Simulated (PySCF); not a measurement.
Phosphorus: a sound run and one with changed settings

Sound run: P²⁺ [Ne] 3s2 3p1, P³⁺ [Ne] 3s2. Computed with PySCF 2.14 in cc-pVDZ-DK (4s3p1d, 18 functions), with scalar relativity by spin-free X2C-1e. In the sound run the correlated levels freeze [Ne]. The sound run starts from symmetry-adapted Hartree-Fock orbitals and uses a fine grid where one is needed.

Changed run: the non-relativistic Hamiltonian (point nucleus). This setting is unsound on purpose.

| species | method | sound run (hartree) | changed run (hartree) | converged |
| --- | --- | --- | --- | --- |
| P²⁺ | UHF | -340.45437 | -339.45911 | yes |
| P²⁺ | LDA | -339.67578 | -338.68146 | yes |
| P²⁺ | PBE | -340.81047 | -339.81582 | yes |
| P²⁺ | MP2 | -340.49260 | -339.49738 | yes |
| P²⁺ | CCSD(T) | -340.51279 | -339.51771 | yes |
| P³⁺ | UHF | -339.36868 | -338.37341 | yes |
| P³⁺ | LDA | -338.56636 | -337.57190 | yes |
| P³⁺ | PBE | -339.69881 | -338.70410 | yes |
| P³⁺ | MP2 | -339.40051 | -338.40530 | yes |
| P³⁺ | CCSD(T) | -339.41646 | -338.42141 | yes |

Ionisation energy of P²⁺:

| method | sound run (eV) | changed run (eV) |
| --- | --- | --- |
| UHF | 29.543 | 29.544 |
| LDA | 30.189 | 30.192 |
| PBE | 30.250 | 30.252 |
| MP2 | 29.717 | 29.717 |
| SCS-MP2 | 29.698 | 29.698 |
| CCSD | 29.817 | 29.816 |
| CCSD(T) | 29.833 | 29.832 |

Most of the change in total energy is the relativistic energy itself. On top of that the contraction fixes the core shape for the Hamiltonian it was made with, so the changed run is not a good calculation with the other Hamiltonian either.

For comparison, NIST gives 30.203 eV between the lowest levels.
